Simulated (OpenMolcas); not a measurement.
Ti2+: effect of the metal basis

Ti2+ with its 6 nearest chloride ions at 2.69 Å, on the Na site of NaCl (a = 5.64056 Å, distance in the model lattice 2.820 Å). The rest of the host is ab initio model potentials to 7.6 Å and point charges beyond; the distance is set by hand and nothing relaxes, and no local charge compensation is placed.

| Item | Value |
| --- | --- |
| Program | OpenMolcas 26.06 |
| Method | SS-CASPT2, IPEA 0.25 Eh, imaginary shift 0.1 Eh (closed shells correlated: 3s 3p and the ligand valence shells) |
| Spin-orbit coupling | state interaction with AMFI integrals over the reference wave functions |

Fixed: ligand basis ANO-RCC-VDZP, active space 2 electrons in 5 orbitals (3d), DKH2 Hamiltonian.

States (labels of O, the rotations of Oh). Energies in cm-1 above the lowest state or level, χT in cm3 K/mol; under a threefold ground state the first gap can be a small split of the lowest multiplet, not the spin-orbit step; 10Dq and B are least-squares fits to the states below 45000 cm-1, weighted by degeneracy, with a free offset, and given where the rms deviation is under 5 % of |10Dq| (or 100 cm-1) and under 700 cm-1.

| Run | Metal basis | Ground state | First state of that spin | 10Dq | B (rms of fit) | First gap with spin-orbit (degeneracies) | χT at 300 K | First state of another spin | Cost |
| --- | --- | --- | --- | --- | --- | --- | --- | --- | --- |
| A | ANO-RCC-VDZP | 3T1 | 3T2 6630 |  |  | 4 (2, 3) | 1.119 | 1T2 8580 | roughly 110 core-seconds |
| B | ANO-RCC-VTZP | 3T1 | 3T2 6850 | 7888 | 654 (345) | 4 (2, 3) | 1.119 | 1T2 8030 | roughly 2.2 core-minutes |

Against A, the first state of the same spin changes by +3.3 % in B.

Costs are those of the CASPT2 steps.

Roots that are degenerate in the reference are averaged as groups; the widest CASPT2 spread within a group is 140 cm-1 (the 3-fold group of multiplicity 1 near 8580 cm-1 above the lowest state of its run, A). Shifts and gaps below about the spread of the groups concerned are not significant. Over all roots computed the reference weight is 0.68 to 0.70 in A, 0.68 to 0.69 in B; a low but even weight reflects the number of correlated electrons. An orbital triplet at a regular site is open to Jahn-Teller coupling, which can distort the site and quench the lowest spin-orbit gaps and is left out. Ligand-to-metal charge-transfer states are missing. With no ligand orbital active B as a rule stays too high, so bands that hang on it stand too high and its fall with covalency is understated. With one d shell and no ligand orbital active, 10Dq can be off by tens of per cent for divalent 3d ions, low with halides held by bare charges and at times high in hosts. Free-ion shares, where given, are those of the reference states; single-state CASPT2 does not remix them. These CASPT2 states fit no ligand-field parameters well, so their order and spin gaps are uncertain (holds for A). No measured value stands beside these numbers; the geometry was set by hand and not optimised.
